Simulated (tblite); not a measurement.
H₂Si₂, singlet, geometry from GFN2-xTB; GFN1-xTB in tblite.

Input for tblite:
```
$ tblite run mol.xyz --method gfn1 --charge 0 --spin 0 --efield 0,0,0.1 --json tblite.json --no-restart

# file mol.xyz
4

Si    -0.92407983     0.23504307     0.07848500
Si     1.18532325    -0.25526291    -0.12904727
H     -2.08110937     1.11348724    -0.18178411
H     -1.57629850    -0.83040946     0.88965591
```

The log (banner, timings and long lists left out):

```
xTB calculator
 | screened Coulomb repulsion
 | Coulomb electrostatics
 |  * isotropic Klopman-Ohno-Mataga-Nishimoto electrostatics
 |  * onsite third-order electrostatics
 | DFT-D3(BJ) dispersion correction
 | Interactions (1)
 | [1] electric field

halogen bonding energy    0.0000000000000E+00 Eh
repulsion energy          4.0841925560667E-02 Eh
dispersion energy        -1.1161462969166E-03 Eh
interaction energy        0.0000000000000E+00 Eh
number of electrons       1.0000000000000E+01 e
integral cutoff           2.8146159136829E+01 bohr

------------------------------------------------------------
  cycle        total energy    energy error   density error
------------------------------------------------------------
      1     -4.586429804816  -4.6261556E+00   2.7027824E-01
      2     -4.590317351978  -3.8875472E-03   1.6003893E-01
      3     -4.590620056277  -3.0270430E-04   2.3812369E-02
      4     -4.590684183642  -6.4127365E-05   5.1313149E-03
      5     -4.590695811841  -1.1628199E-05   5.2953255E-04
      6     -4.590695897151  -8.5309399E-08   3.6431980E-04
      7     -4.590695968492  -7.1341027E-08   6.2581693E-05
      8     -4.590695970106  -1.6142900E-09   2.3485370E-05
      9     -4.590695970446  -3.3995029E-10   3.7120235E-06
------------------------------------------------------------

electronic energy        -4.6304217497096E+00 Eh
total energy             -4.5906959704458E+00 Eh

Post processing:
 | Mayer-Wiberg bond orders

[Info] JSON dump of results written to 'tblite.json'
```
